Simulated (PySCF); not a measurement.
## Dipole response of Kr+ (krypton, charge +1)

[Ar] 3d10 4s2 4p5, 2P determinant. Calculation: PySCF 2.14, in def2-TZVPPD (7s6p5d1f, 57 functions); no relativity, point nucleus. Coupled (time-dependent) response in atomic units; α is the mean over directions.

```csv
method,mean α (bohr³),"α xx, yy, zz",C₆ (like pair),S(−4)
UHF,10.63,"10.35, 10.77, 10.77",64.68,20.37
PBE,11.06,"10.61, 11.29, 11.29",67.67,23.24
PBE0,10.84,"10.46, 11.03, 11.03",66.06,21.81
PW91,11.05,"10.60, 11.27, 11.27",67.50,23.24
revPBE,11.06,"10.62, 11.28, 11.28",67.71,23.21
```

S(−4) is the Cauchy moment in α(ω) = α(0) + S(−4) ω² + …

Spin-orbit coupling is absent.

α(iu) at PBE0:

| u (hartree) | α(iu) (bohr³) |
| --- | --- |
| 0 | 10.84 |
| 0.0500 | 10.79 |
| 0.100 | 10.63 |
| 0.200 | 10.04 |
| 0.300 | 9.218 |
| 0.500 | 7.363 |
| 0.750 | 5.372 |
| 1.00 | 3.951 |
| 1.50 | 2.303 |
| 2.00 | 1.482 |
| 3.00 | 0.7586 |
| 5.00 | 0.3140 |

For an ion, C₆ is the dispersion term alone; charge-induced terms of lower order in 1/R come first.

The components differ because the open shell of this determinant is not spherical; for a pure term their mean is the scalar polarisability.
